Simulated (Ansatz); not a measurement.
SnI₄, relaxed as a singlet with RKS PBE0-D4/def2-SVP in Ansatz, starting from the GFN2-xTB geometry. Force threshold 0.02 eV/Å.

In the def2 sets I, Sn take a core potential; there is no spin–orbit coupling.

Start:

```xyz
5

Sn   -0.001    0.001    0.001
I     1.939    1.461    1.273
I     0.345   -2.660    0.560
I     0.189    0.394   -2.706
I    -2.473    0.805    0.871
```

```
step  energy (eV)  largest force component (eV/Å)  SCF passes
   1  -38241.7309                           0.602          13
   2  -38241.7979                           0.279          18
   3  -38241.8110                           0.036          19
   4  -38241.8113                           0.000          12
```

Force components are those of the run's own axes.

End:

```
atom    x (Å)    y (Å)    z (Å)
 Sn1   0.0000   0.0000   0.0000
  I2   1.8936   1.4274   1.2444
  I3   0.3365  -2.5995   0.5486
  I4   0.1843   0.3855  -2.6437
  I5  -2.4144   0.7866   0.8506
```

By distances, no bond broke or formed. The bond that changes most is Sn1–I4, from 2.74 to 2.68 Å (atoms count from 1).

No frequencies were taken in this run, so the end may be a saddle point.

Run time 12 s (4 threads of Intel Xeon 6975P-C on a shared host).
